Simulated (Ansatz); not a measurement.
C₆H₃FTi, SMILES `C#[C][Ti]([F])([C]#C)[C]#C`, relaxed with RKS PBE-D4/def2-SVP in the Gaussian-basis code of Ansatz from a rough embedded geometry. The force threshold is 0.03 eV/Å; the program also tests the step.

The species carries charge 0 and has multiplicity 1.

Start:

```xyz
11

C     1.299    0.908   -2.696
C     0.841    0.276   -1.764
Ti   -0.016   -0.753   -0.138
F    -0.029   -2.549   -0.428
C     1.104   -0.340    1.603
C     1.781   -0.116    2.586
C    -1.966   -0.007    0.166
C    -3.082    0.391    0.349
H     1.800    1.379   -3.550
H     2.347    0.096    3.433
H    -4.078    0.715    0.440
```

Task: By how much does the energy fall, and how many steps does the optimiser take? (Best estimate.)

Result: The calculation gave: 51.55 kJ/mol, in 4 steps.

Task: Which bonds change most? (Estimate.)

Result: Ansatz gave: Ti3–C5 from 2.111 to 2.013 Å; Ti3–C7 from 2.110 to 2.013 Å; C2–Ti3 from 2.106 to 2.013 Å; Ti3–F4 from 1.819 to 1.740 Å.

Task: Give the relaxed structure. (An estimate is asked.)

Result: The calculation gave: 
```xyz
11

C     1.305    0.853   -2.632
C     0.803    0.229   -1.684
Ti   -0.013   -0.766   -0.137
F    -0.038   -2.478   -0.449
C     1.070   -0.356    1.510
C     1.739   -0.095    2.521
C    -1.878   -0.064    0.144
C    -3.026    0.375    0.316
H     1.743    1.402   -3.459
H     2.323    0.138    3.405
H    -4.027    0.763    0.466
```
